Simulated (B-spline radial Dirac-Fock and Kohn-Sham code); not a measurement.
## Binding energies of Eu²⁺ at several levels of theory

System: the Eu²⁺ ion, configuration [Xe] 4f5 5d2 (an excited configuration).

The density-functional columns are spherical, spin-unpolarised Dirac-Kohn-Sham results without Breit or QED terms: −ε is minus the orbital energy of the initial state and ΔSCF the difference of two total energies. The reference in the last column comes from Dirac-Fock energy differences between relaxed states, corrected for Breit and QED terms. All numbers are from an atomic code on a B-spline grid, in eV; a selection of levels is shown. For the 1s level of heavy atoms much of the gap between ΔSCF and the reference is the Breit and QED part, -204.8 eV here; for other levels the error of the functional can be larger.

```csv
level,LDA −ε,LDA ΔSCF,Dirac-Fock
1s,48294.6,48743.6,48551.7
2s,7952.3,8034.2,8093.8
2p1/2,7549.3,7652.9,7653.4
2p3/2,6902.1,6995.6,7013.1
3s,1773.7,1799.4,1844.6
3p1/2,1599.1,1626.2,1655.3
3p3/2,1467.3,1492.8,1522.6
3d3/2,1163.7,1193.4,1199.0
3d5/2,1135.0,1164.1,1170.9
4s,374.9,386.7,408.8
4p1/2,307.4,319.0,334.0
4p3/2,277.8,289.1,304.5
4d3/2,166.1,177.0,179.7
4d5/2,160.7,171.5,174.5
4f,29.06,38.41,35.00
5s,65.77,72.64,75.36
5p1/2,46.51,52.94,51.96
5p3/2,42.07,48.26,47.55
5d,16.93,21.69,20.39
```

Values without a named source are computed, but for edge energies of neutral atoms, which are taken from tables.
